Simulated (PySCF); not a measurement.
## Energy of Zn⁺ (zinc, charge +1) between two integer charges

The 4s alpha orbital of [Ar] 3d10 4s1 is emptied in steps (occupation f), with all orbitals relaxed, ending at [Ar] 3d10. Computed with PySCF 2.14 in aug-pcseg-2, with no relativity, point nucleus. The exact energy is a straight line in f; departures are measured from the line between the end points of the same method.

```
   f  BHandHLYP (eV)  wB97X (eV)  MN15 (eV)
   1           0.000       0.000      0.000
0.75          -0.400      -0.112     -0.409
 0.5          -0.537      -0.132     -0.526
0.25          -0.407      -0.082     -0.365
   0           0.000       0.000      0.000
```

For BHandHLYP, how does the orbital energy at f = 1 compare with the removal energy?

−ε = 15.723 eV against a total-energy difference of 17.845 eV. By Janak's theorem ε = ∂E/∂f, so the gap between them reflects the curvature. Along the path −ε is 16.768 (f = 0.75), 17.827 (f = 0.5), 18.908 (f = 0.25) eV.

| method | E(f=0) − E(f=1) (eV) | −ε at f=1 (eV) | −ε at f=0.5 (eV) |
| --- | --- | --- | --- |
| BHandHLYP | 17.845 | 15.723 | 17.827 |
| wB97X | 17.659 | 17.018 | 17.742 |
| MN15 | 17.592 | 15.378 | 17.700 |

Reference removal energy between the ground levels: 17.964 eV (measured; NIST Atomic Spectra Database, ionization energies).
